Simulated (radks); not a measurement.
The numbers below are computed, except where a source is named.
All-electron atom: Nb in [Kr] 4d4 5s1. Code: a radial shooting solver on a logarithmic mesh with Libxc functionals. Model: scalar-relativistic Kohn-Sham, SOGGA, spin-polarised, spherical densities, point nucleus; open shells are filled with parallel spins first (spin-orbit coupling, left out, can overturn this in heavy ions).

Local quantities along the radius. ELF = 1/(1 + alpha^2) is the electron localisation function; alpha = (tau - tau_W)/tau_unif compares the Pauli kinetic energy density with that of the uniform gas (summed over spins); -r V(r) is the screened charge that the Kohn-Sham potential of spin up presents (atomic units); 4 pi r^2 rho is in e/bohr; r v_xc is r times the local exchange-correlation potential of spin up (hartree bohr). tau is taken from the large components.

r (bohr),ELF,alpha,-r V(r),4 pi r^2 rho,r v_xc
0.002189,1.000,0.02175,40.61,3.083,-0.1027
0.002919,0.999,0.02297,40.47,5.030,-0.1257
0.003925,0.999,0.02526,40.28,8.147,-0.1559
0.005235,0.999,0.02900,40.03,12.68,-0.1928
0.007038,0.999,0.03546,39.69,19.24,-0.2389
0.009387,0.998,0.04642,39.26,27.51,-0.2914
0.01262,0.995,0.06745,38.67,37.20,-0.3512
0.01683,0.988,0.1094,37.93,45.93,-0.4106
0.02245,0.960,0.2043,36.99,51.16,-0.4642
0.03019,0.833,0.4479,35.78,50.67,-0.5043
0.04026,0.510,0.9800,34.32,46.00,-0.5264
0.05413,0.307,1.504,32.50,43.77,-0.5544
0.07219,0.445,1.117,30.42,50.45,-0.6540
0.09706,0.717,0.6290,27.94,61.57,-0.7965
0.1295,0.758,0.5648,25.17,61.41,-0.8766
0.1741,0.466,1.071,22.02,46.85,-0.8630
0.2321,0.288,1.571,18.75,39.03,-0.8722
0.3096,0.610,0.8000,15.47,45.99,-1.071
0.4163,0.779,0.5324,12.21,44.34,-1.184
0.5552,0.587,0.8388,9.424,25.69,-1.071
0.7465,0.191,2.056,6.976,11.91,-0.8665
0.9956,0.552,0.9007,5.152,10.43,-1.028
1.339,0.763,0.5574,3.551,8.733,-1.124
1.785,0.552,0.9004,2.367,4.689,-1.049
2.4,0.356,1.345,1.571,2.061,-0.9300
3.201,0.391,1.247,1.116,1.017,-0.8517
4.27,0.384,1.265,0.7664,0.4316,-0.6864
5.741,0.203,1.984,0.4829,0.1122,-0.4680
7.657,0.038,5.062,0.3868,0.01688,-0.3852
10.29,0.001,26.48,0.1795,0.001017,-0.1794

On this mesh the ELF has minima near r = 0.054, 0.23, 0.75, 2.4 bohr, which separate the shells, and maxima near 0.11 (0.77), 0.42 (0.78), 1.3 (0.76), 3.7 (0.41).
